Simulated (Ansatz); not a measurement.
Ru₅⁺, 5 atoms. Hardware: 4 threads of Arm Neoverse V2 on a shared host.

In the def2 sets Ru takes a core potential; there is no spin–orbit coupling. Correlated methods freeze no core orbitals; core or outer-core shells of Ru are correlated, in sets that lack core-valence functions.

(1) How many basis functions does each of these Ansatz runs have, and roughly what does it cost? ωB97M-V/def2-TZVP, charge 1 doublet, energy, from earlier orbitals; B97M-V/def2-TZVP, charge 1 doublet, energy, from earlier orbitals; PBE0-D4/def2-TZVP, charge 1 doublet, energy, from earlier orbitals; r2SCAN-D4/def2-TZVP, charge 1 doublet, energy, from earlier orbitals; PBE0-D4/def2-SVP, charge 1 doublet, energy, from earlier orbitals; PBE-D4/def2-SVP, charge 1 doublet, relaxation, 26 steps; MP2/def2-TZVP, charge 1 doublet, energy, from earlier orbitals; HF/def2-TZVP, charge 1 doublet, energy, from earlier orbitals; PBE-D4/def2-TZVP, charge 1 doublet, energy and forces, from earlier orbitals; PBE-D4/def2-SVP, charge 1 doublet, energy with a search over starts; RPA@PBE/def2-TZVP, charge 1 doublet, energy, from earlier orbitals; PBE-D4/def2-SVP, charge 1 doublet, energy, from earlier orbitals.

Results:

(1) Other jobs shared the machine, so times can vary by a factor of up to 3. A dash marks memory too small to be measured apart from the calling script's.

```csv
run,functions,fitting or Cholesky vectors,wall time,peak host memory (GiB)
"PBE-D4/def2-SVP, charge 1 doublet, energy, from earlier orbitals",155,1495,13 s,–
"PBE-D4/def2-TZVP, charge 1 doublet, energy and forces, from earlier orbitals",200,1770,17 s,–
"RPA@PBE/def2-TZVP, charge 1 doublet, energy, from earlier orbitals",200,1865,21 s,0.89
"PBE0-D4/def2-SVP, charge 1 doublet, energy, from earlier orbitals",155,1660,27 s,0.79
"MP2/def2-TZVP, charge 1 doublet, energy, from earlier orbitals",200,1865,30 s,1
"HF/def2-TZVP, charge 1 doublet, energy, from earlier orbitals",200,2385,33 s,1.5
"PBE-D4/def2-SVP, charge 1 doublet, energy with a search over starts",155,1495,44 s,0.59
"PBE0-D4/def2-TZVP, charge 1 doublet, energy, from earlier orbitals",200,1890,52 s,1.5
"r2SCAN-D4/def2-TZVP, charge 1 doublet, energy, from earlier orbitals",200,1770,70 s,0.94
"B97M-V/def2-TZVP, charge 1 doublet, energy, from earlier orbitals",200,1770,2.3 min,1.3
"PBE-D4/def2-SVP, charge 1 doublet, relaxation, 26 steps",155,1495,2.6 min,–
"ωB97M-V/def2-TZVP, charge 1 doublet, energy, from earlier orbitals",200,1825,4 min,1.6
```
